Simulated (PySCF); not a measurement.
PySCF job for C₂H₈N₂Si₂, SMILES CC1=N[Si@@H](N)[SiH2]1, PBE/pcSseg-1. Coordinates come from a TPSSh-D3(BJ)/def2-SVP optimisation. The structure was generated by enumeration; whether it is a known compound was not checked. Other conformers were not sampled.

```python
import numpy as np
from pyscf import gto, scf, dft
from pyscf.prop.nmr import rks as nmr

mol = gto.M(
    atom='''
    C     2.68421372   -0.68474470    0.26432603
    C     1.24696553   -0.29879512    0.06256824
    N     0.34322143   -1.15954485   -0.29636226
    Si   -1.14304171   -0.15161220   -0.54633160
    N    -2.59179500   -0.55096750    0.29551730
    Si    0.37269561    1.41619917    0.29996518
    H     3.00929542   -0.43737432    1.28915646
    H     3.32912118   -0.10653548   -0.41954637
    H     2.82179082   -1.76015626    0.07857295
    H    -1.49870864   -0.15114758   -1.98933229
    H    -3.27471097   -1.18205598   -0.11656474
    H    -2.61793210   -0.59162935    1.31089811
    H     0.25367519    1.78075333    1.74611840
    H     0.91525383    2.61875335   -0.40562369
    ''',
    basis='pcSseg-1',
    charge=0,
    spin=0,
    max_memory=1600,
    verbose=3,
)
mf = dft.RKS(mol, xc='pbe')
mf.grids.level = 3
mf.conv_tol = 1e-10
mf.max_cycle = 100
mf.kernel()
n = nmr.NMR(mf)
n.verbose = 2
n.max_cycle_cphf = 60
sigma = n.kernel()
print('atom   isotropic/ppm   span/ppm')
for i, s in enumerate(sigma):
    w = np.linalg.eigvalsh((s + s.T) / 2)
    print(f'{mol.atom_symbol(i):2s}{i + 1:3d} {w.mean():14.3f} {w[2] - w[0]:11.3f}')
```

Program output:

```
converged SCF energy = -768.948307660444
atom   isotropic/ppm   span/ppm
C   1        142.688      61.313
C   2        -35.768     250.312
N   3       -282.395     815.240
Si  4        368.233     115.245
N   5        225.524      42.094
Si  6        363.012     300.211
H   7         28.610       4.901
H   8         28.783       5.234
H   9         28.984       6.306
H  10         26.058       7.131
H  11         29.490      16.907
H  12         30.121      16.182
H  13         25.685       6.099
H  14         25.136       9.296
```

The run converged.
